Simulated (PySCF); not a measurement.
# How methods differ on the ionisation energy of Al⁺

Al⁺ [Ne] 3s2 (1S) → Al²⁺ [Ne] 3s1 (2S), as a difference of total energies. Computed with PySCF 2.14 in aug-cc-pVDZ-DK (5s4p2d, 27 functions), with the spin-free X2C one-electron Hamiltonian (Gaussian nucleus). Correlated levels: valence: [Ne] frozen. The calculations carry no spin-orbit coupling.

```tsv
method	ionisation energy (eV)
UHF	17.578
MP2 (valence)	18.263
SCS-MP2 (valence)	18.400
CCSD (valence)	18.626
```

Problem. How much does correlation contribute at MP2 (valence)?

Solution. 18.263 − (17.578) = 0.685 eV, measured against UHF.

Errors of the correlated levels include the incompleteness of this basis and the frozen core.

With two correlated electrons CCSD is exact in that space.

For comparison: 18.829 eV (measured; NIST Atomic Spectra Database, ionization energies).
